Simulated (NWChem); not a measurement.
System: ZrHSF₃; SMILES [F][Zr]([F])([F])[SH]

Input file for NWChem:

```
start job
memory heap 200 mb stack 900 mb global 1100 mb
geometry units angstroms noautosym nocenter noautoz
  Zr     0.002481    -0.268301     0.117923
  F     -1.413620    -0.834315     1.241774
  F      1.658395    -1.033102     0.618822
  F     -0.490116    -0.729425    -1.652238
  S      0.242715     2.157319     0.282281
  H     -1.037763     2.348026    -0.120100
end
basis spherical
  * library def2-svpd
end
ecp
  Zr library def2-ecp
end
dft
  xc b3lyp
  iterations 150
end
property
  response 1 0.0
end
task dft property
```

Geometry: optimised at PBE0/def2-SVP. No frequency run checked for a minimum. B3LYP is NWChem's, with the RPA form of VWN correlation. def2 effective core potentials on Zr; no spin-orbit coupling.

Static field.

Question: Predict the main results of this run. (B3LYP/def2-SVPD with def2 effective core potentials on Zr.) Quantities: isotropic polarisability (bohr³); anisotropy (bohr³).

Answer: 
```
Property                          Result
--------------------------------  ------
isotropic polarisability (bohr³)    60.1
anisotropy (bohr³)                  20.7
```
